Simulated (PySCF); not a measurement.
## Two-component Hartree-Fock for Mo+ (molybdenum, charge +1)

Start: [Kr] 4d5; 4d3/2 filled at m_j = -3/2, -1/2, +1/2, +3/2; 4d5/2 filled at m_j = +5/2. Calculated with PySCF 2.14 in x2c-SVPall-2c (6s8p6d1f, 67 functions): generalised Hartree-Fock with the X2C-1e Hamiltonian and a Gaussian nucleus; one run each with spin-orbit coupling (SO) switched off, then screened by Boettger's factors.

```tsv
spinor shell	electrons	ε, spin-free (eV)	ε, screened SO (eV)	weight of nominal j (screened SO)	rms radius, screened SO (bohr)
1s1/2	2	-20110.5	-20109.5	1.000	0.0404
2s1/2	2	-2920.1	-2919.8	1.000	0.166
2p1/2	2	-2605.5	-2679.1	1.000	0.145
2p3/2	4	-2605.5	-2570.8	1.000	0.149
3s1/2	2	-534.49	-534.42	1.000	0.456
3p1/2	2	-428.34	-440.96	1.000	0.455
3p3/2	4	-428.34	-422.38	1.000	0.465
3d3/2	4	-255.57	-257.71	0.969	0.452
3d5/2	6	-255.57	-254.08	0.979	0.455
4s1/2	2	-85.697	-85.686	1.000	1.19
4p1/2	2	-54.655	-59.466	0.652	1.34
4d3/2	4	-16.371	-16.396	0.524	2.01
4d5/2	1	-16.371	-16.259	1.000	2.03
```

**Question.** Where does 4p3/2 lie, and what is the 4p spin-orbit splitting (screened SO)?

**Answer.** At -52.298 eV, 7.168 eV above 4p1/2.

```tsv
quantity	spin-free	screened SO
E (hartree)	-4045.37790	-4045.83389
M_J	5/2	5/2
⟨J²⟩	8.752	8.752
⟨L²⟩	0.000	0.014
⟨S²⟩	8.752	8.748
```

Each row is a mean over spinors that exchange with the open shell spreads, by up to 8.256 eV (4p3/2).

Rows whose weight is well below 1 are mixtures of j = l ± 1/2: exchange outweighs spin-orbit coupling there, and the label is only the starting occupation.

Breit and QED terms are absent; they matter most for the inner s and p1/2 levels.

Densities and radii are taken from the X2C orbitals without a picture-change correction, which distorts them close to the nucleus.

Without spin-orbit coupling the j labels of p, d and f shells carry no meaning; the spin-free column gives the mean over the occupied spinors of each nl shell.
